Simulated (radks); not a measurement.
The numbers below are computed, except where a source is named.
Coulomb parameter of the 5d shell of neutral lutetium in the model configuration [Xe] 4f14 5d2 6s1, as a second difference U = [E(n + 0.25) + E(n - 0.25) - 2 E(n)] / (0.25)^2 with all orbitals relaxed. "Bare": the charge of the atom changes with n. "Screened": the 6s shell takes up the change at fixed total charge, which measures U(5d,5d) + U(6s,6s) - 2 U(5d,6s). Level of theory: scalar-relativistic Kohn-Sham, PBE, spin-unpolarised, spherical densities, finite nucleus; Fermi nuclear charge, rms radius 5.37 fm (a radial shooting solver on a logarithmic mesh with Libxc functionals).

case,configuration,E - E(n) (eV)
start,[Xe] 4f14 5d2 6s1,0.000
bare +0.25,[Xe] 4f14 5d2.25 6s1,-0.196
bare -0.25,[Xe] 4f14 5d1.75 6s1,0.499
screened +0.25,[Xe] 4f14 5d2.25 6s0.75,0.775
screened -0.25,[Xe] 4f14 5d1.75 6s1.25,-0.767

U(bare) = 4.860 eV, U(screened by 6s) = 0.126 eV, against the Slater integral F0(5d,5d) = 7.982 eV with frozen orbitals. The step up makes a negative ion, whose loosely bound charge lowers the bare value.
